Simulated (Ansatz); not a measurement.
Z-matrix (Å, degrees):
```
Si
Si 1 2.347
H 1 1.485 2 111.6
H 1 1.486 2 110.2 3 122.3
H 1 1.492 2 109.0 3 -119.4
S 2 2.146 1 115.3 3 -103.3
H 2 1.488 1 110.1 3 141.3
H 2 1.491 1 110.7 3 20.6
C 6 1.811 2 100.2 1 74.7
S 9 1.805 6 116.5 2 -53.9
H 9 1.090 6 106.3 2 -177.4
H 9 1.091 6 110.1 2 65.6
H 10 1.343 9 96.4 6 -57.6
```

The species carries charge 0 and has multiplicity 1.

Problem. List the CAM-B3LYP/def2-TZVPP orbital energies in eV (the Gaussian-basis code of Ansatz). (Estimate.)

Solution. Computed: Occupied: -2420.24, -2419.74, -1801.36, -1800.76, -280.75, -218.26, -217.79, -162.86, -162.76, -162.61, -162.38, -162.27, -162.16, -145.91, -145.38, -101.27, -101.22, -101.21, -100.69, -100.69, -100.69, -24.77, -21.97, -19.36, -17.26, -15.78, -14.74, -13.28, -13.03, -11.94, -11.45, -11.18, -10.93, -10.34, -9.82, -8.66, -8.21. Lowest empty: 0.48, 0.91, 1.31, 1.47, 1.92, 2.34, 2.38, 2.82.
